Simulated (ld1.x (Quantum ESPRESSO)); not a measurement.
## Plane-wave convergence, TM potential for cobalt (Co)

ld1.x (Quantum ESPRESSO) 7.5 input, shortened:

```
&input
   title='Co', zed=27., rel=1, dft='PBE', iswitch=3,
   config='[Ar] 3d7.5 4s1.5 4p0 4f-2'
 /
 &inputp
   pseudotype=2, tm=.true., lloc=-1, rcloc=1.15,
   nlcc=.true., new_core_ps=.true., rcore=0.55
 /
4
4S  1  0   1.50   0.00  1.85  1.85  0.0
3P  2  1   6.00   0.00  0.90  0.90  0.0
3D  3  2   7.50   0.00  1.05  1.05  0.0
4F  4  3  -2.00   0.15  1.50  1.50  0.0
 &test
   configts(1)='3p6 3d7.5 4s1.5 4p0'
 /
```

The pseudo-atom Hamiltonian at the reference potential is diagonalised in spherical Bessel functions j_l(qr) that vanish at 20 bohr, with q² up to the cutoff. All-electron valence levels (Ry): 4s -0.3594, 3p -4.6389, 4p -0.0754, 3d -0.4442.

Task: How do the lowest levels (Ry) of each channel move with the cutoff, and are there ghosts?

Result:

```tsv
cutoff (Ry)	s #1	s #2	s #3	p #1	p #2	d #1	d #2	f #1	Σ f·Δε (mRy)
8	-0.3605	0.0056	0.1052	-1.3983	-0.0075	0.0592	0.1422	0.1111	23220.8
18	-4.1131	-0.3575	0.0054	-3.1546	-0.0411	0.0588	0.1400	0.1111	12681.5
35	-6.1339	-0.3592	0.0053	-4.3998	-0.0684	0.0582	0.1366	0.1111	5203.5
55	-6.4514	-0.3594	0.0053	-4.6181	-0.0748	0.0562	0.1249	0.1111	3878.1
90	-6.5043	-0.3594	0.0053	-4.6330	-0.0755	-0.1335	0.0632	0.1111	2366.0
140	-6.5053	-0.3594	0.0053	-4.6383	-0.0755	-0.4195	0.0613	0.1111	189.3
230	-6.5053	-0.3594	0.0053	-4.6389	-0.0755	-0.4440	0.0612	0.1111	1.9
400	-6.5053	-0.3594	0.0053	-4.6390	-0.0755	-0.4442	0.0612	0.1111	0.0
```

Result: ghost state, extra bound levels that the all-electron valence spectrum of the same l lacks: s at -88.5 eV (a true bound ghost makes a file unfit for plane-wave use); 10 mRy is reached at 180 Ry and 1 mRy at 300 Ry.
